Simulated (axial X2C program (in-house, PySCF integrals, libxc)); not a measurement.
## RbBe: from the spin-free to the two-component result

Computed with an in-house relativistic program for diatomic molecules. Spin-free means the one-electron spin-free X2C Hamiltonian; two-component (2c) means X2C with spin–orbit coupling and atomic mean-field two-electron Coulomb and Gaunt terms, so the difference of the two also holds small scalar two-electron terms. Basis: Rb dyall-cv3z [12s13p8d4f1g], Be dyall-cv3z [8s8p3d1f] (cores contracted in-house); Gaussian nuclei, density fitting, unrestricted open shells. Masses: Rb 84.912 u, Be 9.012 u.

Spin-free state: M_S = 1/2, Λ = 0 (beyond evenly filled blocks: σα); fragments Rb + Be.

| level | Re (Å) | ωe (cm⁻¹) | De (eV) | μ (D) |
| --- | --- | --- | --- | --- |
| PBE0 | 3.537 | 152.0 | 0.283 | -3.89 |
| MP2 | 3.710 | 96.6 | n/a | n/a |
| r2SCAN0 | 3.574 | 148.0 | 0.295 | -4.16 |

Correlated methods: 11 electrons correlated (number of frozen shells: Rb 3 s, 2 p, 1 d; Be 1 s), 241 virtual spin orbitals or spinors in MP2.

Dipoles are positive if Be is the positive end.

Two-component determinant lowest at the distance of the search:

Ω = 1/2 (⟨Sz⟩ = 0.50, ⟨Lz⟩ = 0.00 at HF); fragments Rb + Be.

```json
{"level": "PBE0", "Re (Å)": "3.537", "ωe (cm⁻¹)": "152.0", "De (eV)": "0.283", "μ (D)": "-3.89"}
{"level": "MP2", "Re (Å)": "3.710", "ωe (cm⁻¹)": "96.6", "De (eV)": "n/a", "μ (D)": "n/a"}
{"level": "r2SCAN0", "Re (Å)": "3.574", "ωe (cm⁻¹)": "148.0", "De (eV)": "0.295", "μ (D)": "-4.16"}
```

(1) From the two tables, how do the constants change at the MP2 level (2c against spin-free)?

Occupations by symmetry block were frozen at the best pattern of an incomplete PBE0 search. Dissociation energies refer to the lowest single-determinant-based atoms at the same level and basis. Density functionals use the spin component along the axis (collinear). The determinant is spin-polarised beyond a pure state at some levels (its spin-free form has ⟨S²⟩ too high), which makes Re and μ there less reliable.

Answers

(1) At the MP2 level Re is unchanged within 0.001 Å and ωe doesn't move by more than 0.2 cm⁻¹.
